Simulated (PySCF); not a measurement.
Se(Et)(GeH3) (C2H8GeSe), SMILES CC[Se][GeH3]. Geometry optimised at PBE0-D3(BJ)/def2-SVP. This is a generated structure with no PubChem entry under its InChIKey; it may be hypothetical. Other conformers were not sampled.

**Question.** Give the equilibrium geometry at PBE0-D3(BJ)/def2-SVP (PySCF confirms it by a frequency run) as Cartesian coordinates in Å. (Estimate from the structure and the level; the computed values follow.)

**Answer.** This is not unique; one that fits is 
```xyz
12

Se     0.5139     0.4616     0.8233
C      1.8087    -0.6310    -0.1800
C      2.0405    -0.1829    -1.6074
H      1.4767    -1.6784    -0.1252
H      2.7292    -0.5519     0.4179
H      2.3642     0.8675    -1.6484
H      1.1279    -0.2737    -2.2165
H      2.8192    -0.8024    -2.0822
Ge    -1.4230    -0.2263    -0.3124
H     -1.4233    -1.7644    -0.4155
H     -2.6122     0.2627     0.5291
H     -1.5139     0.3706    -1.7305
```
Charge 0, spin multiplicity 1.
